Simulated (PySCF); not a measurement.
Species: Mo(SMe)4, C₄H₁₂MoS₄ (triplet state).
Bonds: Mo1–S2, Mo1–S7, Mo1–S12, Mo1–S17, S2–C3, S7–C8, S12–C13, S17–C18. Hydrogens: H4, H5, H6 on C3; H9, H10, H11 on C8; H14, H15, H16 on C13; H19, H20, H21 on C18.

Computed by this run: PBE0-D3(BJ)/def2-SVP geometry optimisation, gas phase, def2 core potentials past Kr (PySCF); unrestricted, density fitting, grid level 1; the optimiser is geomeTRIC in internal coordinates, started from a GFN2-xTB structure with every atom displaced at random (about 0.03 Å).

Step 4: E = -49507.5794 eV
```
atom  x, y, z in Å  |  force x, y, z in eV/Å
Mo1     0.0084   -0.0287    0.0550   -0.030  -0.004   0.010
S2      0.1641   -0.1965    2.3355    0.016  -0.065   0.021
C3      0.8886   -1.8505    2.6335   -0.139   0.000  -0.028
H4      0.4066   -2.6024    1.9919    0.053   0.025   0.004
H5      0.7016   -2.1070    3.6858    0.039   0.015   0.006
H6      1.9692   -1.8286    2.4432    0.014  -0.023   0.000
S7      2.1205    0.0490   -0.8414   -0.013   0.019   0.038
C8      1.8592    0.4744   -2.5960    0.139   0.040  -0.120
H9      1.4407   -0.3815   -3.1424   -0.047   0.010   0.020
H10     2.8421    0.7224   -3.0270   -0.048  -0.020   0.044
H11     1.1966    1.3444   -2.6964   -0.039  -0.020   0.009
S12    -1.1854    1.8688   -0.4258    0.072   0.057   0.020
C13    -0.0825    3.2571    0.0339   -0.160   0.022  -0.111
H14    -0.1185    3.4205    1.1188    0.049  -0.018   0.011
H15    -0.4614    4.1552   -0.4789    0.044  -0.055   0.033
H16     0.9471    3.0559   -0.2895    0.018   0.011   0.029
S17    -1.0831   -1.7981   -0.9157    0.062   0.013  -0.001
C18    -2.7023   -1.8663   -0.0776   -0.042   0.037   0.086
H19    -2.5962   -1.6956    1.0032    0.027  -0.024  -0.017
H20    -3.1225   -2.8679   -0.2441   -0.016   0.002  -0.021
H21    -3.3793   -1.1086   -0.4956    0.003  -0.021  -0.033
```

Step 5: E = -49507.5855 eV
```
atom  x, y, z in Å  |  force x, y, z in eV/Å
Mo1     0.0004    0.0081    0.1030    0.000   0.012  -0.011
S2      0.1673   -0.2533    2.3714   -0.007  -0.029   0.058
C3      0.7960   -1.9501    2.6397   -0.037   0.074  -0.033
H4      0.2618   -2.6647    2.0006    0.004  -0.023  -0.023
H5      0.6212   -2.1998    3.6951    0.022  -0.006   0.013
H6      1.8720   -1.9882    2.4248    0.001  -0.027   0.005
S7      2.1025    0.1076   -0.8142    0.013   0.016   0.072
C8      1.8497    0.5707   -2.5575    0.053   0.025  -0.145
H9      1.4093   -0.2642   -3.1193   -0.039   0.003   0.022
H10     2.8358    0.8030   -2.9867   -0.012  -0.009   0.033
H11     1.2045    1.4557   -2.6443   -0.024  -0.017   0.016
S12    -1.1782    1.9149   -0.3787    0.072   0.056   0.015
C13    -0.0306    3.3162   -0.0990   -0.126  -0.100  -0.039
H14     0.0545    3.5205    0.9763    0.044  -0.002  -0.002
H15    -0.4630    4.1928   -0.6014    0.015   0.007  -0.002
H16     0.9574    3.0933   -0.5232    0.011   0.025   0.028
S17    -1.0547   -1.7724   -0.8747    0.043  -0.018  -0.036
C18    -2.6523   -1.9355   -0.0121   -0.076   0.039   0.082
H19    -2.5304   -1.8190    1.0741    0.025  -0.014  -0.013
H20    -3.0476   -2.9387   -0.2251    0.004   0.002  -0.020
H21    -3.3625   -1.1809   -0.3783    0.014  -0.015  -0.020
```

Step 6: E = -49507.5868 eV
```
atom  x, y, z in Å  |  force x, y, z in eV/Å
Mo1     0.0041    0.0307    0.1306    0.015   0.017  -0.009
S2      0.1661   -0.2739    2.3949   -0.017  -0.005   0.049
C3      0.7523   -1.9889    2.6318    0.026   0.052  -0.021
H4      0.1959   -2.6812    1.9879   -0.018  -0.027  -0.019
H5      0.5873   -2.2483    3.6864    0.005  -0.011   0.008
H6      1.8247   -2.0540    2.4038   -0.007  -0.014   0.002
S7      2.1026    0.1485   -0.7918    0.022   0.015   0.042
C8      1.8430    0.5954   -2.5404   -0.020  -0.001  -0.073
H9      1.3940   -0.2443   -3.0881   -0.014   0.000   0.009
H10     2.8271    0.8211   -2.9748    0.010   0.000   0.006
H11     1.1950    1.4783   -2.6308   -0.001  -0.006   0.010
S12    -1.1738    1.9357   -0.3546    0.032   0.032   0.004
C13    -0.0194    3.3404   -0.1495   -0.032  -0.097   0.006
H14     0.1211    3.5601    0.9171    0.016   0.006  -0.005
H15    -0.4739    4.2095   -0.6431   -0.008   0.030  -0.011
H16     0.9501    3.1142   -0.6134   -0.003   0.018   0.011
S17    -1.0291   -1.7555   -0.8566    0.013  -0.025  -0.028
C18    -2.6197   -1.9539    0.0144   -0.047   0.021   0.028
H19    -2.4881   -1.8648    1.1016    0.009  -0.005  -0.002
H20    -3.0072   -2.9547   -0.2237    0.007   0.003  -0.010
H21    -3.3388   -1.1983   -0.3311    0.010  -0.003   0.000
```

Q: Estimate the geometry and energy of step 7. (The exact step hangs on the optimiser's Hessian estimate; all steps are aligned on step 6, rigid shifts and turns removed.)

A: E = -49507.5871 eV, largest force 0.069 eV/Å
```
atom  x, y, z in Å  |  force x, y, z in eV/Å
Mo1     0.0140    0.0510    0.1546    0.012   0.024   0.012
S2      0.1632   -0.2819    2.4188   -0.018   0.009   0.007
C3      0.7333   -2.0054    2.6196    0.048  -0.004  -0.004
H4      0.1662   -2.6822    1.9674   -0.019  -0.010  -0.001
H5      0.5776   -2.2837    3.6711   -0.007  -0.006  -0.001
H6      1.8030   -2.0810    2.3815   -0.005   0.004  -0.004
S7      2.1112    0.1881   -0.7687    0.020   0.010  -0.009
C8      1.8349    0.5814   -2.5312   -0.061  -0.024   0.023
H9      1.3849   -0.2784   -3.0457    0.009  -0.002  -0.006
H10     2.8140    0.8021   -2.9773    0.017   0.004  -0.017
H11     1.1756    1.4538   -2.6386    0.015   0.008  -0.001
S12    -1.1729    1.9482   -0.3349   -0.012  -0.017  -0.006
C13    -0.0266    3.3582   -0.1641    0.050  -0.027   0.025
H14     0.1449    3.5843    0.8967   -0.011   0.008   0.000
H15    -0.4972    4.2239   -0.6488   -0.018   0.026  -0.004
H16     0.9345    3.1411   -0.6493   -0.008  -0.002  -0.010
S17    -1.0001   -1.7391   -0.8473   -0.012  -0.016  -0.001
C18    -2.5943   -1.9497    0.0187    0.005   0.002  -0.029
H19    -2.4612   -1.8830    1.1069   -0.006   0.001   0.008
H20    -2.9816   -2.9449   -0.2423    0.002   0.003   0.002
H21    -3.3102   -1.1870   -0.3167    0.000   0.009   0.016
```

The energy changes by -0.0003 eV. The first-order estimate −F·Δx gives -0.0039 eV and the mean of the old and new forces, exact on a quadratic surface, -0.0024 eV. The step makes an angle of 83° with the force vector and moves no atom by more than 0.055 Å.

What follows is the cost of the whole optimisation. Time: 26 min; peak memory 1.6 GiB. Hardware: Intel Xeon at 2.70 GHz, one thread, on a shared host.
